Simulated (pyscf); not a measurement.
**`[GeH3][SnH2]`, doublet**

Gas-phase minimum from PySCF at ωB97X-D3(BJ)/def2-SVP, one conformer. Other isomers of H₃Ge–SnH₂• were not searched in full and may lie lower. 

SMILES: [GeH3][SnH2]
```xyz
7

Ge    -0.3876    -0.5792    -0.2196
Sn    -1.5037    -1.3449    -2.4110
H     -1.2719    -0.9684     0.9752
H      0.9776    -1.2675    -0.0662
H     -0.1736     0.9454    -0.1950
H     -3.0400    -0.6011    -2.6218
H     -0.5390    -0.9414    -3.7765
```
Charge 0, spin multiplicity 2.

Bond lengths (Å): Ge1–Sn2 2.576, Ge1–H3 1.537, Ge1–H4 1.537, Ge1–H5 1.540, Sn2–H6 1.720, Sn2–H7 1.720. Angles (°): Sn2–Ge1–H3 109.7, Sn2–Ge1–H4 109.7, Sn2–Ge1–H5 111.6, H3–Ge1–H4 108.7, H3–Ge1–H5 108.6, H4–Ge1–H5 108.6, Ge1–Sn2–H6 111.3, Ge1–Sn2–H7 111.3, H6–Sn2–H7 107.6.

Properties at ωB97X-D3(BJ)/def2-SVP:

| Property | Value |
|---|---|
| Harmonic wavenumbers, unscaled | 91, 237, 337, 373, 526, 535, 718, 819, 903, 906, 1901, 1918, 2162, 2183, 2185 cm⁻¹ |
| Zero-point energy | 22.6 kcal/mol |
| Rotational symmetry number | 1 |
| Entropy of this conformer at 298 K and 1 atm, rigid rotor and harmonic oscillator, modes under 100 cm⁻¹ raised to 100 | 326.8 J/(mol K) |
| Dipole moment | 0.30 D |
| Spin expectation value S2 | 0.752 |

Single-point totals, which compare only within one level (frozen core for MP2 and CC):

```csv
level,total energy (hartree)
ωB97X-D3(BJ)/def2-TZVP,-2294.31136
PBE/def2-TZVP,-2293.93255
r²SCAN/def2-TZVP,-2294.33500
B3LYP-D3(BJ)/def2-TZVP,-2294.40186
PBE0-D3(BJ)/def2-TZVP,-2294.00851
M06-2X/def2-TZVP,-2294.18380
ωB97M-D3(BJ)/def2-TZVP,-2294.31919
UHF/def2-TZVPP,-2291.59733
MP2/def2-TZVPP,-2292.17988
CCSD/def2-TZVPP,-2292.20113
CCSD(T)/def2-TZVPP,-2292.21896
```

Soft torsions are taken as harmonic, which can shift the entropy by several J/(mol K). The CCSD(T) − MP2 part came from Ansatz, without density fitting, on the same reference. The frozen core leaves the outer d or s,p core shells of the metals and heavy elements correlated in the MP2 and CC values, and def2-TZVPP describes them poorly, so these totals are far from the basis limit. Elements up to Kr have no core potential and no relativistic terms here. Elements past Kr carry the def2 core potentials, without spin-orbit coupling.
